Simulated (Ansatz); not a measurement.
`C#[C][GeH]([NH2])[SH]` + `CCCO` → `C#[C][GeH2][NH2]` + `OCCCS`  (formal exchange of groups at a Ge–S bond)

Isolated molecules relaxed with PBE0-D4/def2-TZVP in Ansatz; ΔE leaves out vibrations. CCSD(T)/CBS adds triple-zeta CCSD(T) − MP2 to the extrapolated MP2 energy (def2 sets, frozen cores). DFT in def2-TZVPP. For Ge outer-core shells are correlated without core-valence functions, which leaves a few kJ/mol of doubt a bond. Scalar relativity is left out up to krypton. Each species was taken in one conformer, which may not be the lowest.

```csv
species,r2SCAN-D4 energy (Eh)
`C#[C][GeH]([NH2])[SH]`,-2609.09806
`CCCO`,-194.31778
`C#[C][GeH2][NH2]`,-2210.88128
`OCCCS`,-592.49406
```

Problem. Work out ΔE.

Solution. ΔE = (-2210.88128) + (-592.49406) − (-2609.09806) − (-194.31778) = 0.04050 Eh = +25.4 kcal/mol. CCSD(T)/CBS gives +24.6 kcal/mol.

Largest T1 diagnostic among the species: 0.012.
